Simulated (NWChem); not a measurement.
System: GeHSBr, singlet; SMILES [SH][Ge][Br]

The following NWChem deck was run.

```
start job
memory heap 200 mb stack 900 mb global 1100 mb
geometry units angstroms noautoz
  Ge     0.816327    -0.619150     0.000000
  Br    -0.259342     1.470559     0.000000
  S     -1.051786    -1.850299     0.000000
  H     -0.370599    -3.021045     0.000000
end
basis spherical
  Ge library cc-pvqz
  Br library cc-pvqz
  S library cc-pvqz
  H library cc-pvqz
end
dft
  xc pbe0
  iterations 150
  semidirect filesize 400000000
  mulliken
end
task dft energy
```

Low-valent species are run as closed-shell singlets; no triplet was tried in these runs. All runs use the structure optimised with PBE0/def2-SVP.

**Question.** Give the results of this calculation. (PBE0/cc-pVQZ.) Quantities: basis functions; energy (Ha); highest occupied level (eV); orbital gap (eV); dipole (D).

**Answer.** 
```
Property                        Value
---------------------------  --------
number of basis functions         225
energy (Ha)                  -5049.44
highest occupied level (eV)     -7.43
orbital gap (eV)                 4.64
dipole (D)                       2.43
```
